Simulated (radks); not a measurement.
Task: Neutral scandium: order these configurations by energy. All-electron calculation, scalar-relativistic Kohn-Sham, BLYP, spin-polarised, spherical densities, finite nucleus; Fermi nuclear charge, rms radius of each element as measured or else 0.836 A^(1/3) + 0.57 fm. Program: a radial shooting solver on a logarithmic mesh with Libxc functionals. Open shells are filled with parallel spins first. [Ar] 3d1 4s1 4p1; [Ar] 3d1 4s2; [Ar] 3d2 4s1; [Ar] 4s2 4p1.

Result: From the lowest, in eV above it: [Ar] 3d1 4s2 0.000; [Ar] 3d2 4s1 0.997; [Ar] 3d1 4s1 4p1 2.228; [Ar] 4s2 4p1 3.584.
